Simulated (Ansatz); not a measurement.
`BrB1C[SiH2]1` + `BO[SiH3]` → `B1C[SiH2]1` + `BO[SiH2]Br` at 400 K and 1 bar (redistribution).

Computed with Ansatz on PBE0-D4/def2-TZVP structures; ΔE is electronic, products minus reactants. CCSD(T)/CBS adds triple-zeta CCSD(T) − MP2 to the extrapolated MP2 energy (def2 sets, frozen cores). For Br outer-core shells are correlated without core-valence functions, which leaves a few kJ/mol of doubt a bond. Scalar relativity is left out up to krypton. One conformer a species, not always the lowest.

```tsv
species	CCSD(T)/CBS energy (Eh)	H − E (kJ/mol)	S (J/(mol·K))
`BrB1C[SiH2]1`	-2927.62200	148.6	351.7
`BO[SiH3]`	-392.11480	157.5	316.6
`B1C[SiH2]1`	-354.85519	164.0	300.5
`BO[SiH2]Br`	-2964.89003	145.0	366.9
```

H − E and S are ideal-gas, rigid-rotor, harmonic terms from PBE0-D4/def2-TZVP, for one conformer and one mirror image of each species. 1 Eh = 2625.50 kJ/mol, R = 8.31446 J/(mol·K).

Q: By hand: ΔE, ΔH, ΔS and ΔG.

A: ΔE = (-354.85519) + (-2964.89003) − (-2927.62200) − (-392.11480) = -0.00842 Eh = -22.1 kJ/mol. Δ(H − E) = 164.0 + 145.0 − 148.6 − 157.5 = 2.9, so ΔH = -19.2 kJ/mol. ΔS = 300.5 + 366.9 − 351.7 − 316.6 = -0.9 J/(mol·K). ΔG = -19.2 − 400 × (-0.9)/1000 = -18.8 kJ/mol.

Q: By hand: the equilibrium constant, and the temperature at which ΔG would vanish if ΔH and ΔS stayed fixed.

A: log₁₀ K = −ΔG/(RT ln 10) = 2.5. ΔG = 0 at ΔH/ΔS = 21333 K, far beyond where these terms or the molecules hold.

The number of gas molecules stays the same, so ΔS is small and ΔH decides. A doubt of 5 kJ/mol in ΔE shifts log₁₀ K by 0.7 here. Other conformers and mirror images would add mixing entropy, several J/(mol·K) or more a flexible species. Modes under 60 cm⁻¹, often nearly free rotors, make the harmonic entropy too high. These are equilibria of isolated gas molecules and say nothing of rates. Largest T1 diagnostic: 0.014 (customary marks: 0.02 for closed shells, 0.045 for open ones).
